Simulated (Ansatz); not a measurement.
The inner images of a band of AlCl$_{2}$H$_{4}$N (8 atoms, charge 0, multiplicity 1) are given out of order.

Theory: Ansatz, RHF/def2-SVP.

Initial state:

```xyz
8
Properties=species:S:1:pos:R:3
Al 0.011 -0.057 0.195
H -0.172 0.857 1.460
Cl 1.926 -0.029 -0.771
Cl -1.669 -0.261 -1.123
N 0.060 -1.960 0.956
H -0.696 -2.505 0.569
H 0.929 -2.408 0.704
H -0.021 -1.983 1.962
```

Final state:

```xyz
8
Properties=species:S:1:pos:R:3
Al 0.124 -0.812 -0.527
H -0.229 0.534 2.574
Cl 1.910 0.229 -0.864
Cl -1.681 -0.007 -1.222
N 0.142 -2.353 0.300
H -0.667 -2.916 0.480
H 0.966 -2.808 0.645
H -0.197 -0.212 2.566
```

Task: Put them in order from the first end to the last, with their energies above the first end.
A.
```xyz
8
Properties=species:S:1:pos:R:3
Al 0.110 -0.790 -0.380
H -0.187 0.529 2.204
Cl 1.890 0.276 -0.675
Cl -1.699 0.043 -1.031
N 0.140 -2.385 0.341
H -0.667 -2.958 0.494
H 0.966 -2.857 0.657
H -0.185 -0.205 2.342
```
B.
```xyz
8
Properties=species:S:1:pos:R:3
Al 0.019 -0.096 0.126
H -0.159 0.635 1.507
Cl 1.925 0.088 -0.826
Cl -1.679 -0.137 -1.171
N 0.065 -1.983 0.930
H -0.691 -2.596 0.659
H 0.934 -2.483 0.818
H -0.046 -1.774 1.910
```
C.
```xyz
8
Properties=species:S:1:pos:R:3
Al 0.041 -0.269 0.000
H -0.150 0.192 1.572
Cl 1.940 0.244 -0.774
Cl -1.713 0.002 -1.146
N 0.073 -2.024 0.885
H -0.697 -2.674 0.808
H 0.933 -2.547 0.974
H -0.059 -1.270 1.634
```
D.
```xyz
8
Properties=species:S:1:pos:R:3
Al 0.102 -0.726 -0.274
H -0.187 0.358 1.941
Cl 1.895 0.304 -0.637
Cl -1.693 0.088 -0.993
N 0.129 -2.322 0.453
H -0.681 -2.885 0.627
H 0.954 -2.780 0.789
H -0.151 -0.381 2.047
```
E.
```xyz
8
Properties=species:S:1:pos:R:3
Al 0.057 -0.417 -0.056
H -0.160 0.061 1.650
Cl 1.926 0.277 -0.733
Cl -1.704 0.022 -1.122
N 0.083 -2.067 0.828
H -0.687 -2.713 0.781
H 0.941 -2.577 0.956
H -0.089 -0.933 1.647
```
F.
```xyz
8
Properties=species:S:1:pos:R:3
Al 0.083 -0.609 -0.168
H -0.168 0.147 1.783
Cl 1.904 0.309 -0.677
Cl -1.697 0.079 -1.048
N 0.109 -2.202 0.615
H -0.691 -2.790 0.735
H 0.948 -2.665 0.903
H -0.121 -0.616 1.809
```
G.
```xyz
8
Properties=species:S:1:pos:R:3
Al 0.030 -0.152 0.060
H -0.151 0.405 1.529
Cl 1.941 0.181 -0.816
Cl -1.698 -0.045 -1.178
N 0.068 -2.010 0.896
H -0.700 -2.650 0.758
H 0.931 -2.532 0.922
H -0.054 -1.543 1.782
```

Result: B (+0.07 eV), G (+0.35 eV), C (+1.09 eV), E (+2.17 eV), F (+1.41 eV), D (+1.08 eV), A (+1.02 eV).

Run time: 2.1 min on 1 thread of Arm Neoverse V2, with other jobs on the host, peak memory 0.16 GiB.
